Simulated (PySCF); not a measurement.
B(CCH)(Cl)(F) (C2HBClF), SMILES C#CB(F)Cl. Atoms are numbered in the order given.

```xyz
6

B      0.3941     0.0510     0.0000
C     -0.1172    -1.3826     0.0000
C     -0.5441    -2.5344     0.0000
H     -0.9196    -3.5499     0.0000
Cl    -0.7272     1.4095     0.0000
F      1.6977     0.3151     0.0000
```

Geometry: PBE-D3(BJ)/def2-SVP.

All values below come from PBE0/pcJ-1 in PySCF.

Isotropic couplings with Fermi-contact, spin-dipole and both spin-orbit terms, one fixed conformer, no vibrational averaging. Isotopes: 11B, 13C, 19F, 1H.

```
pair   bonds apart  J (Hz)
-----  -----------  ------
B1–C2            1   145.7
B1–F6            1       …
C2–C3            1   178.8
C3–H4            1       …
B1–C3            2    27.4
C2–H4            2       …
C2–F6            2    42.3
B1–H4            3     6.6
C3–F6            3    13.6
H4–F6            4       …
```

### Question
Some entries are withheld; supply them. (Estimate from the structure and the level; the computed values follow.)

### Answer

- B1–F6, J (Hz): -148.9
- C3–H4, J (Hz): 261.1
- C2–H4, J (Hz): 45.5
- H4–F6, J (Hz): -4.1
